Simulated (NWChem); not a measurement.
Molecule: C₂HCl₂F; SMILES FC=C(Cl)Cl

Program: NWChem. Pople sets run with spherical d functions. All runs use the structure optimised with PBE0/def2-SVP.

Problem. Order these runs by computing time, cheapest first, and give rough ratios: B3LYP/aug-cc-pVTZ; B3LYP/STO-3G; B3LYP/6-31G*.

Solution. B3LYP/STO-3G (1), B3LYP/6-31G* (5), B3LYP/aug-cc-pVTZ (60). Ratios are rough, from one shared machine; the cheapest took about 3 core-seconds (a rough figure). What differs between the cheapest and the dearest: highest occupied level (eV) -4.97 → -7.22; orbital gap (eV) 7.07 → 6.36; dipole (D) 1.88 → 1.14.
